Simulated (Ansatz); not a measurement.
CH6INSi, SMILES `C[SiH](N)I`. The species carries charge 0 and has multiplicity 1. I takes the def2 core potential. All single points use the PBE0-D4/def2-TZVP geometry. It is one conformer, not always the lowest.

```xyz
10

C    -0.131   -1.380   -0.320
Si   -0.260    0.288    0.482
N     1.032    1.285   -0.021
I    -2.502    1.187   -0.087
H    -0.174   -1.288   -1.408
H     0.814   -1.855   -0.045
H    -0.956   -2.021   -0.005
H    -0.240    0.246    1.962
H     1.183    2.165    0.448
H     1.233    1.373   -1.006
```

(1) What is the dipole moment at PBE/def2-TZVPP? (Estimate.)

(2) And with r2SCAN, B3LYP, ωB97M-V? (An estimate is asked.)

(3) Give the Mulliken charges with PBE, B3LYP, r2SCAN in def2-TZVPP. (Best estimate.)

Results:

(1) Computed: 2.30 D, with components (2.22, -0.23, -0.57) D in this frame, pointing from negative to positive charge.

(2) Computed: r2SCAN 2.35 D, B3LYP 2.27 D, ωB97M-V 2.32 D.

(3) Computed: 
| atom | PBE | B3LYP | r2SCAN |
| --- | --- | --- | --- |
| C1 | -0.37 | -0.38 | -0.30 |
| Si2 | 0.37 | 0.46 | 0.49 |
| N3 | -0.36 | -0.38 | -0.43 |
| I4 | -0.23 | -0.25 | -0.25 |
| H5 | 0.11 | 0.10 | 0.08 |
| H6 | 0.12 | 0.11 | 0.09 |
| H7 | 0.12 | 0.12 | 0.09 |
| H8 | -0.06 | -0.07 | -0.08 |
| H9 | 0.15 | 0.14 | 0.16 |
| H10 | 0.15 | 0.14 | 0.15 |

B3LYP here is the variant with VWN-RPA as its local correlation; programs differ in this.
